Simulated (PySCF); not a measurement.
IRb, charge -1, doublet, at the geometry of the source list (a state made from the parent by changing its charge; the spin is typed, not shown lowest) (core potentials on I, Rb) (a gas-phase anion, which may not be bound at this level), with bond 1-2 at 2.4 times its length; PySCF with CASCI(3,4)/def2-SVP.

PySCF was given this input:
```python
from pyscf import gto, scf, mcscf
import numpy

mol = gto.Mole()
mol.atom = '''
    Rb   -4.084240   -3.052920   -3.548440
    I     1.074800    0.803400    0.933800
'''
mol.basis = 'def2-svp'
mol.ecp = {'I': 'def2-svp', 'Rb': 'def2-svp'}
mol.charge = -1
mol.spin = 1
mol.verbose = 4
mol.build()

mf = scf.ROHF(mol)
mf.kernel()
mc = mcscf.CASCI(mf, 4, 3)
mc.fix_spin_(ss=0.75)
mc.kernel()
occ = numpy.linalg.eigvalsh(mc.fcisolver.make_rdm1(mc.ci, mc.ncas, mc.nelecas))[::-1]
ss = mc.fcisolver.spin_square(mc.ci, mc.ncas, mc.nelecas)[0]
print('natural occupations', occ.round(4), ' <S^2>', round(ss, 4))
```

Problem. Predict the main parts of the log of this PySCF run.

Solution. 
```
PySCF version 2.14.0

[INPUT] verbose = 4
[INPUT] num. atoms = 2
[INPUT] num. electrons = 35
[INPUT] charge = -1
[INPUT] spin (= nelec alpha-beta = 2S) = 1
[INPUT] symmetry False subgroup None
[INPUT] Mole.unit = angstrom
[INPUT] Symbol           X                Y                Z      unit          X                Y                Z       unit  Magmom
[INPUT]  1 Rb    -4.084240000000  -3.052920000000  -3.548440000000 AA   -7.718095026994  -5.769182680207  -6.705579769452 Bohr   0.0
[INPUT]  2 I      1.074800000000   0.803400000000   0.933800000000 AA    2.031077638683   1.518205968476   1.764626255119 Bohr   0.0

nuclear repulsion = 15.1730564019226
number of shells = 20
number of NR pGTOs = 96
number of NR cGTOs = 50
basis = def2-svp
ecp = {'I': 'def2-svp', 'Rb': 'def2-svp'}

******** <class 'pyscf.scf.rohf.ROHF'> ********
method = ROHF
initial guess = minao
damping factor = 0
level_shift factor = 0
DIIS = <class 'pyscf.scf.diis.CDIIS'>
diis_start_cycle = 1
diis_space = 8
diis_damp = 0
SCF conv_tol = 1e-09
SCF conv_tol_grad = None
SCF max_cycles = 50
direct_scf = True
direct_scf_tol = 1e-13
num. doubly occ = 17  num. singly occ = 1
Set gradient conv threshold to 3.16228e-05
init E= -285.433999675478
  HOMO = -0.293371411068495  LUMO = -0.27037467562134  gap/eV = 0.62577
cycle= 1 E= -318.940341304985  delta_E= -33.5  |g|= 2.21  |ddm|= 9.37
  HOMO = 0.0536632919661111  LUMO = 0.0879094353721077  gap/eV = 0.93189
cycle= 2 E= -314.072494190218  delta_E= 4.87  |g|= 1.69  |ddm|= 9.28

WARN: HOMO 0.0385593473510614 >= LUMO -0.111175720957771

cycle= 3 E= -319.168535935852  delta_E= -5.1  |g|= 1.08  |ddm|= 4.22
  HOMO = 0.0737817804158878  LUMO = 0.122168682245493  gap/eV = 1.31667
cycle= 4 E= -320.45747312228  delta_E= -1.29  |g|= 0.291  |ddm|= 2.26
  HOMO = 0.0134598146284359  LUMO = 0.0850074692458202  gap/eV = 1.94691
cycle= 5 E= -320.516206040627  delta_E= -0.0587  |g|= 0.13  |ddm|= 1.23
  HOMO = 0.00274661662780051  LUMO = 0.0922897411444542  gap/eV = 2.43659
cycle= 6 E= -320.527712773204  delta_E= -0.0115  |g|= 0.0569  |ddm|= 0.396
  HOMO = 0.00296474496381993  LUMO = 0.093139819352854  gap/eV = 2.45379
cycle= 7 E= -320.531616987293  delta_E= -0.0039  |g|= 0.0117  |ddm|= 0.315
  HOMO = 0.0054953705154821  LUMO = 0.0932239573512369  gap/eV = 2.38722
cycle= 8 E= -320.531937294286  delta_E= -0.00032  |g|= 0.00403  |ddm|= 0.0667
  HOMO = 0.00511390956066649  LUMO = 0.0932741156143656  gap/eV = 2.39896
cycle= 9 E= -320.531972970206  delta_E= -3.57e-05  |g|= 0.00119  |ddm|= 0.0302
  HOMO = 0.00484535127613128  LUMO = 0.0932954658339828  gap/eV = 2.40685
cycle= 10 E= -320.531974509001  delta_E= -1.54e-06  |g|= 0.000265  |ddm|= 0.00648
  HOMO = 0.0049282633013652  LUMO = 0.09332496008863  gap/eV = 2.40540
cycle= 11 E= -320.531974583092  delta_E= -7.41e-08  |g|= 4.3e-05  |ddm|= 0.00147
  HOMO = 0.00492032574617163  LUMO = 0.0933297646209377  gap/eV = 2.40574
cycle= 12 E= -320.531974587845  delta_E= -4.75e-09  |g|= 7.21e-06  |ddm|= 0.000351
  HOMO = 0.00492522655977456  LUMO = 0.0933299464449897  gap/eV = 2.40561
cycle= 13 E= -320.531974588006  delta_E= -1.61e-10  |g|= 1.76e-06  |ddm|= 5.55e-05
  HOMO = 0.00492379564957268  LUMO = 0.0933295582849501  gap/eV = 2.40564
Extra cycle  E= -320.531974588013  delta_E= -7.05e-12  |g|= 7.52e-07  |ddm|= 7.35e-06
converged SCF energy = -320.531974588013

******** <class 'pyscf.mcscf.casci.CASCI'> ********
CAS (2e+1e, 4o), ncore = 16, nvir = 30
natorb = False
canonicalization = True
sorting_mo_energy = False
******** <class 'pyscf.fci.addons.SpinPenaltyFCISolver'> ********
max. cycles = 200
conv_tol = 1e-08
davidson only = True
linear dependence = 1e-12
level shift = 0.001
max iter space = 12
nroots = 1
pspace_size = 400
spin = None
Density matrix diagonal elements [1.99999869e+00 9.99998883e-01 1.21372898e-06 1.21372898e-06]
CASCI converged
CASCI E = -320.531974832928  E(CI) = -0.796102264338742  S^2 = 0.7500000
natural occupations [2. 1. 0. 0.]  <S^2> 0.75
```
